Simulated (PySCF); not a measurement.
B(Et)3, SMILES C(B(CC)CC)C (C6H15B), GFN2-xTB optimised geometry.

```
22

B     -0.11    -0.68     0.00
C     -0.97     0.65     0.00
C     -0.24     1.96     0.30
H     -1.80     0.55     0.70
H     -1.44     0.73    -0.99
H      0.55     2.14    -0.43
H      0.20     1.94     1.29
H     -0.93     2.80     0.26
C      1.47    -0.68     0.00
C      1.99    -0.58    -1.45
H      1.88    -1.60     0.43
H      1.89     0.15     0.56
H      1.64     0.34    -1.91
H      1.63    -1.42    -2.04
H      3.07    -0.59    -1.47
C     -0.88    -2.07    -0.04
C     -0.99    -2.65     1.38
H     -0.36    -2.80    -0.65
H     -1.89    -1.98    -0.44
H     -1.55    -1.98     2.03
H     -0.01    -2.80     1.82
H     -1.51    -3.61     1.37
```

Density from PBE0/def2-SVP (PySCF 2.14.0) at that geometry.

Minimum of the electron density along straight lines between bonded atoms, close to the bond critical point (lines longer than 1.1 times the sum of covalent radii, or with two minima, are not listed):

| bond | length / Å | ρ at the minimum / e bohr⁻³ | ∇²ρ there / e bohr⁻⁵ | position (fraction from the first atom) |
|---|---|---|---|---|
| B1–C2 | 1.580 | 0.180 | -0.15 | 0.32 |
| C2–C3 | 1.530 | 0.239 | -0.53 | 0.50 |
| C2–H4 | 1.095 | 0.267 | -0.92 | 0.62 |
| C2–H5 | 1.096 | 0.265 | -0.90 | 0.62 |
| C3–H6 | 1.087 | 0.276 | -1.00 | 0.62 |
| C3–H7 | 1.088 | 0.276 | -1.00 | 0.62 |
| C3–H8 | 1.089 | 0.276 | -1.00 | 0.62 |
| B1–C9 | 1.585 | 0.180 | -0.17 | 0.32 |
| C9–C10 | 1.539 | 0.230 | -0.49 | 0.50 |
| C9–H11 | 1.092 | 0.271 | -0.95 | 0.62 |
| C9–H12 | 1.091 | 0.272 | -0.96 | 0.62 |
| C10–H13 | 1.087 | 0.277 | -1.01 | 0.62 |
| C10–H14 | 1.088 | 0.277 | -1.01 | 0.62 |
| C10–H15 | 1.088 | 0.276 | -1.01 | 0.62 |
| B1–C16 | 1.588 | 0.179 | -0.16 | 0.32 |
| C16–C17 | 1.538 | 0.231 | -0.49 | 0.50 |
| C16–H18 | 1.093 | 0.270 | -0.94 | 0.62 |
| C16–H19 | 1.092 | 0.272 | -0.95 | 0.62 |
| C17–H20 | 1.088 | 0.277 | -1.01 | 0.62 |
| C17–H21 | 1.087 | 0.277 | -1.01 | 0.62 |
| C17–H22 | 1.088 | 0.276 | -1.01 | 0.62 |
